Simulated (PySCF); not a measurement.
From computed data to an observable: chemical shift, span and skew from a shielding tensor

Zn(Me) (CH3Zn), SMILES [CH3][Zn+], charge +1. Atoms are numbered in the order given.

```xyz
5

Zn     0.0000     0.0000    -0.4737
C      0.0000     0.0000     1.4898
H     -0.9136     0.5275     1.7577
H      0.9136     0.5275     1.7577
H      0.0000    -1.0549     1.7577
```
Charge +1, spin multiplicity 1.

Geometry: r2SCAN-D4/def2-TZVP. The spin state was assumed, not searched. The isomer is the one that the SMILES or the coordinates give; other isomers of the formula were not compared.

GIAO shieldings from HF/pcSseg-2 in PySCF, non-relativistic, no solvent. The symmetric part of the tensor of C2 has the principal values 169.2, 169.2, 201.4 ppm. The same nucleus in TMS has σ = 193.3 ppm at this level (PySCF, at its B3LYP-D3(BJ)/def2-TZVP geometry).

Task: Work out the isotropic shielding, the ¹³C shift against TMS, the span and the skew.

Result: 
σ(iso) = (σ11 + σ22 + σ33)/3 = 179.9 ppm. δ = σ(ref) − σ(iso) = 193.3 − (179.9) = 13.4 ppm.
Span Ω = σ33 − σ11 = 32.2 ppm. Skew κ = 3(σ(iso) − σ22)/Ω = 1.00, an axial tensor. Tumbling in solution averages the tensor to δ; in a static solid the shielding alone would spread this spin-1/2 line over Ω.
